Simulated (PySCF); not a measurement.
A calculated (UHF, PySCF 2.14, 6-31G*, no relativity, point nucleus) atom or ion has these occupied shells.

```json
{"shell": "1s α", "electrons": "1", "orbital energy (eV)": "-140.39", "rms radius, mean of both spins (bohr)": "0.483"}
{"shell": "1s β", "electrons": "1", "orbital energy (eV)": "-139.43", "rms radius, mean of both spins (bohr)": "0.483"}
{"shell": "2s α", "electrons": "1", "orbital energy (eV)": "-18.115", "rms radius, mean of both spins (bohr)": "2.48"}
```

(1) Name the element and its charge.

Results:

(1) Be⁺ (beryllium, charge +1), in [He] 2s1, 2S determinant.
